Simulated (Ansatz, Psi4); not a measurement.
Psi4 was given this input:
```
memory 2 GB

molecule mol {
0 2
Sn   -0.025325    0.045338    0.108720
F    -1.772595   -1.241490   -0.142447
F     0.032899    1.905935   -1.034413
F     1.880389   -0.916323    0.572862
}

set {
  basis def2-svpd
  reference uks
  scf_type pk
  puream true
  d_convergence 1e-8
  dft_radial_points 99
  dft_spherical_points 590
}

energy('wb97x')
print_variables()
```

Convert this to an input for Ansatz (a first-principles code).

Several could match; the one computed here: 
Ansatz 0.2 input:
```yaml
crystal:
  periodic: [false, false, false]
  atoms:
    - {symbol: Sn, position_ang: [-0.02532466, 0.04533796, 0.10871975]}
    - {symbol: F, position_ang: [-1.77259530, -1.24148966, -0.14244721]}
    - {symbol: F, position_ang: [0.03289875, 1.90593521, -1.03441314]}
    - {symbol: F, position_ang: [1.88038911, -0.91632313, 0.57286175]}
basis:
  gaussian:
    orbitals: def2-SVPD
hamiltonian:
  xc: {name: wB97X}
magnetization: {spin_polarized: true, initial_magnetization: 1}
accuracy: high
```

Both were run: Psi4 gave -513.595129 Eh and Ansatz -513.595863 Eh, 0.734 mEh apart.
